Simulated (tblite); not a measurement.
C7H11ClSi2.
Numbering: `[CH2:1]=[CH:2][CH2:3][C:4]#[C:5][C@@H:6]1[SiH2:7][C@@H:8]1[SiH2:9][Cl:10]` (hydrogens: H11, H12 on C1; H13 on C2; H14, H15 on C3; H16 on C6; H17, H18 on Si7; H19 on C8; H20, H21 on Si9)

Computed with GFN2-xTB (tblite), gas phase: L-BFGS steps from a force-field or distance-geometry start until the largest atomic force falls under 0.01 eV/Å.

Step 22: E = -775.6989 eV
```
atom  x, y, z in Å  |  force x, y, z in eV/Å
C1      3.4134    0.9847    0.8694   -0.025   0.002   0.018
C2      2.7142   -0.1123    1.0860    0.045  -0.040   0.027
C3      2.3742   -1.1123    0.0240   -0.039  -0.021  -0.036
C4      0.9353   -1.1807   -0.1551   -0.099  -0.015  -0.008
C5     -0.2575   -1.2026   -0.3039    0.009   0.056  -0.026
C6     -1.6146   -1.2049   -0.7309    0.022   0.001   0.020
Si7    -2.0148    0.0643   -2.0896   -0.047   0.031   0.018
C8     -2.5891   -0.0863   -0.2897   -0.012   0.033   0.051
Si9    -2.1487    1.1562    1.0585   -0.003  -0.099  -0.054
Cl10   -3.5551    2.6147    0.9190    0.018   0.017   0.008
H11     3.7980    1.2308   -0.1074    0.009  -0.009   0.007
H12     3.6316    1.6842    1.6573    0.009   0.031   0.015
H13     2.3239   -0.3430    2.0685    0.010   0.034   0.021
H14     2.8235   -0.8233   -0.9308    0.066   0.008   0.000
H15     2.7473   -2.1053    0.2952    0.029   0.001   0.066
H16    -2.0486   -2.2005   -0.7349   -0.003   0.023  -0.046
H17    -2.8779   -0.2969   -3.1939   -0.101  -0.047  -0.019
H18    -0.9671    1.0341   -2.3370    0.035   0.011  -0.059
H19    -3.6041   -0.4717   -0.1885    0.075   0.031   0.051
H20    -0.8406    1.7688    0.8424   -0.013  -0.015  -0.009
H21    -2.2523    0.6189    2.4173    0.012  -0.036  -0.042
```

Step 23: E = -775.7009 eV
```
atom  x, y, z in Å  |  force x, y, z in eV/Å
C1      3.4130    0.9848    0.8705   -0.010   0.009   0.014
C2      2.7154   -0.1130    1.0881    0.029  -0.026   0.016
C3      2.3750   -1.1134    0.0261   -0.030  -0.019  -0.027
C4      0.9360   -1.1826   -0.1562   -0.032  -0.005   0.006
C5     -0.2559   -1.2008   -0.3093   -0.039   0.056  -0.003
C6     -1.6150   -1.2034   -0.7288    0.008   0.005  -0.025
Si7    -2.0211    0.0644   -2.0878   -0.035   0.044  -0.022
C8     -2.5904   -0.0864   -0.2854    0.022   0.028  -0.036
Si9    -2.1464    1.1574    1.0569    0.017  -0.096  -0.026
Cl10   -3.5530    2.6133    0.9209    0.006   0.039   0.005
H11     3.7994    1.2301   -0.1060    0.002  -0.012   0.001
H12     3.6315    1.6864    1.6566    0.005   0.020   0.019
H13     2.3258   -0.3419    2.0707    0.001   0.027   0.033
H14     2.8272   -0.8235   -0.9266    0.064   0.006  -0.017
H15     2.7500   -2.1051    0.2991    0.017  -0.004   0.060
H16    -2.0479   -2.1992   -0.7353   -0.005   0.014  -0.036
H17    -2.8854   -0.2947   -3.1951   -0.078  -0.041   0.025
H18    -0.9724    1.0331   -2.3455    0.011  -0.010  -0.043
H19    -3.6058   -0.4701   -0.1913    0.060   0.018   0.085
H20    -0.8363    1.7682    0.8417   -0.034  -0.022  -0.007
H21    -2.2527    0.6134    2.4122    0.020  -0.031  -0.022
```

Step 24: E = -775.7025 eV
```
atom  x, y, z in Å  |  force x, y, z in eV/Å
C1      3.4125    0.9850    0.8715    0.004   0.009   0.009
C2      2.7170   -0.1141    1.0899    0.005  -0.003   0.004
C3      2.3751   -1.1145    0.0271   -0.006  -0.009  -0.003
C4      0.9359   -1.1843   -0.1569    0.031   0.003   0.014
C5     -0.2554   -1.1985   -0.3133   -0.059   0.050   0.013
C6     -1.6154   -1.2021   -0.7277   -0.010   0.013  -0.067
Si7    -2.0267    0.0657   -2.0866   -0.019   0.045  -0.062
C8     -2.5910   -0.0861   -0.2827    0.044   0.012  -0.101
Si9    -2.1444    1.1566    1.0553    0.024  -0.054   0.008
Cl10   -3.5512    2.6130    0.9223    0.009   0.040   0.005
H11     3.8004    1.2293   -0.1047   -0.005  -0.012   0.003
H12     3.6315    1.6884    1.6565   -0.001   0.005   0.015
H13     2.3272   -0.3405    2.0729   -0.003   0.016   0.032
H14     2.8312   -0.8236   -0.9238    0.046  -0.004  -0.015
H15     2.7524   -2.1050    0.3031   -0.001  -0.003   0.046
H16    -2.0476   -2.1980   -0.7366   -0.005   0.008  -0.027
H17    -2.8924   -0.2942   -3.1953   -0.056  -0.033   0.062
H18    -0.9757    1.0320   -2.3525   -0.012  -0.027  -0.031
H19    -3.6059   -0.4684   -0.1916    0.029   0.001   0.103
H20    -0.8339    1.7674    0.8411   -0.040  -0.025  -0.007
H21    -2.2527    0.6087    2.4078    0.024  -0.032  -0.001
```

Problem. Estimate the geometry and energy of step 25. (The exact step hangs on the optimiser's Hessian estimate; all steps are aligned on step 24, rigid shifts and turns removed.)

Solution. E = -775.7045 eV, largest force 0.153 eV/Å
```
atom  x, y, z in Å  |  force x, y, z in eV/Å
C1      3.4119    0.9853    0.8729    0.017   0.004   0.005
C2      2.7187   -0.1154    1.0922   -0.023   0.024  -0.006
C3      2.3753   -1.1158    0.0281    0.024   0.007   0.029
C4      0.9356   -1.1859   -0.1575    0.079   0.013   0.015
C5     -0.2552   -1.1945   -0.3175   -0.052   0.036   0.027
C6     -1.6158   -1.2004   -0.7280   -0.020   0.020  -0.101
Si7    -2.0327    0.0672   -2.0870   -0.007   0.042  -0.095
C8     -2.5911   -0.0851   -0.2818    0.053  -0.006  -0.143
Si9    -2.1419    1.1544    1.0536    0.015   0.009   0.038
Cl10   -3.5489    2.6134    0.9241    0.024   0.025   0.006
H11     3.8014    1.2281   -0.1034   -0.012  -0.011   0.006
H12     3.6316    1.6907    1.6567   -0.008  -0.014   0.007
H13     2.3287   -0.3386    2.0760   -0.003   0.003   0.021
H14     2.8365   -0.8238   -0.9208    0.018  -0.021   0.000
H15     2.7549   -2.1048    0.3086   -0.022   0.003   0.023
H16    -2.0473   -2.1965   -0.7384   -0.002   0.006  -0.020
H17    -2.9020   -0.2941   -3.1946   -0.039  -0.026   0.089
H18    -0.9797    1.0307   -2.3613   -0.031  -0.039  -0.021
H19    -3.6051   -0.4666   -0.1896   -0.003  -0.015   0.107
H20    -0.8319    1.7659    0.8402   -0.035  -0.024  -0.007
H21    -2.2520    0.6027    2.4033    0.026  -0.035   0.021
```

The energy changes by -0.0020 eV. The first-order estimate −F·Δx gives -0.0025 eV and the mean of the old and new forces, exact on a quadratic surface, -0.0019 eV. The step makes an angle of 64° with the force vector and moves no atom by more than 0.010 Å.

What follows is the cost of the whole relaxation. Time: 3.0 s. Hardware: Arm Neoverse N1, one thread, shared host.
